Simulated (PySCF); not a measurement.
Species: 9,10-dihydroanthracene, C14H12.
Cartesian coordinates in Å at the PBE0-D3(BJ)/def2-SVP level; atoms count from 1:
```xyz
26
C14H12 angstrom
C      3.9199    0.3998    0.1630
C      3.9275   -0.9828    0.3357
C      2.7723   -1.7196    0.0793
C      1.6077   -1.0877   -0.3579
C      1.6000    0.3053   -0.5315
C      2.7571    1.0382   -0.2653
C      0.3242    0.9525   -1.0023
C     -0.8875    0.3103   -0.3803
C     -2.0005    1.0490    0.0237
C     -3.1053    0.4158    0.5902
C     -3.0981   -0.9670    0.7633
C     -1.9857   -1.7088    0.3692
C     -0.8797   -1.0824   -0.2063
C      0.3398   -1.8444   -0.6538
H      4.8190    0.9851    0.3699
H      4.8325   -1.4894    0.6791
H      2.7733   -2.8036    0.2238
H      2.7460    2.1244   -0.3919
H      0.2571    0.8375   -2.1026
H      0.3379    2.0352   -0.8096
H     -1.9995    2.1352   -0.1041
H     -3.9701    1.0049    0.9041
H     -3.9572   -1.4692    1.2140
H     -1.9739   -2.7929    0.5134
H      0.3653   -2.8467   -0.2020
H      0.2729   -2.0029   -1.7487
```

NICS = −σ at a ghost point: NICS(0) at the centroid of the ring atoms, NICS(1) 1 Å to either side along the normal of their mean plane, zz for the tensor component along that normal. Level: GIAO B97-2/pcSseg-1 (PySCF, non-relativistic, gas phase) on the PBE0-D3(BJ)/def2-SVP geometry, one conformer.

Ring bond lengths (Å): C1–C2 1.393, C2–C3 1.394, C3–C4 1.395, C4–C5 1.404, C5–C6 1.395, C6–C1 1.394; C4–C5 1.404, C5–C7 1.506, C7–C8 1.506, C8–C13 1.404, C13–C14 1.506, C14–C4 1.506; C8–C9 1.396, C9–C10 1.394, C10–C11 1.394, C11–C12 1.394, C12–C13 1.395, C13–C8 1.404.

Question: Give the NICS values of each ring in ppm.

Answer: 
| ring | type | NICS(0) | NICS(1), two faces | NICS(1)zz, two faces | rms pucker (Å) | centre to ring atoms, mean (Å) |
| --- | --- | --- | --- | --- | --- | --- |
| C1–C2–C3–C4–C5–C6 | 6-membered carbocycle; formal bonds all aromatic | -8.6 | -11.4 / -10.9 | -27.1 / -27.3 | 0.00 | 1.40 |
| C4–C5–C7–C8–C13–C14 | 6-membered carbocycle; formal bonds 2 aromatic, 4 single | 1.4 | -3.9 / -0.3 | 2.9 / 3.4 | 0.22 | 1.44 |
| C8–C9–C10–C11–C12–C13 | 6-membered carbocycle; formal bonds all aromatic | -8.6 | -10.9 / -11.4 | -27.3 / -27.1 | 0.00 | 1.40 |

Question: What do they say, and how far can they be read as aromaticity?

Answer: 
- C1–C2–C3–C4–C5–C6: mean NICS(1)zz -27.2 ppm, shielded, aromatic by this magnetic criterion (flat ring, no four-coordinate atom), though in fused rings the probe also feels the neighbouring ring.
- C4–C5–C7–C8–C13–C14: mean NICS(1)zz 3.1 ppm, deshielded. C7, C14 have four or more neighbours, and the NICS criterion for π rings isn't applied.
- C8–C9–C10–C11–C12–C13: mean NICS(1)zz -27.2 ppm, shielded. The ring is flat and has no four-coordinate atom; by the NICS criterion it is aromatic, though in fused rings the probe also feels the neighbouring ring.

Question: What does the geometric index give? Use HOMA with the parameters of Krygowski (1993).

Answer: 
- C1–C2–C3–C4–C5–C6: HOMA 0.98 = 1 − EN − GEO, with mean bond length 1.396 Å, EN = α(Ropt − mean)² = 0.016 and GEO = α × variance = 0.003. The geometric and the magnetic index point the same way.
- C8–C9–C10–C11–C12–C13: HOMA 0.98 = 1 − EN − GEO, with mean bond length 1.396 Å, EN = α(Ropt − mean)² = 0.016 and GEO = α × variance = 0.003. The geometric and the magnetic index point the same way.

Question: What field does 9.4 T along the ring normal induce along that normal at the first NICS(1) probe listed for ring C8–C9–C10–C11–C12–C13, 1 Å off the ring?

Answer: NICSzz × B0 = -27.3 ppm × 9.4 T = -257 μT, against the applied field.

Question: How do the values depend on the level or the medium?

Answer: 
```json
{"level": "B97-2/pcSseg-1, gas", "NICS(0), C1–C2–C3–C4–C5–C6": "-8.6", "mean NICS(1)zz, C1–C2–C3–C4–C5–C6": "-27.2", "NICS(0), C4–C5–C7–C8–C13–C14": "1.4", "mean NICS(1)zz, C4–C5–C7–C8–C13–C14": "3.1", "NICS(0), C8–C9–C10–C11–C12–C13": "-8.6", "mean NICS(1)zz, C8–C9–C10–C11–C12–C13": "-27.2"}
{"level": "PBE0/pcSseg-1, gas", "NICS(0), C1–C2–C3–C4–C5–C6": "-8.5", "mean NICS(1)zz, C1–C2–C3–C4–C5–C6": "-27.4", "NICS(0), C4–C5–C7–C8–C13–C14": "1.4", "mean NICS(1)zz, C4–C5–C7–C8–C13–C14": "3.0", "NICS(0), C8–C9–C10–C11–C12–C13": "-8.5", "mean NICS(1)zz, C8–C9–C10–C11–C12–C13": "-27.4"}
```

The geometry is the same throughout.
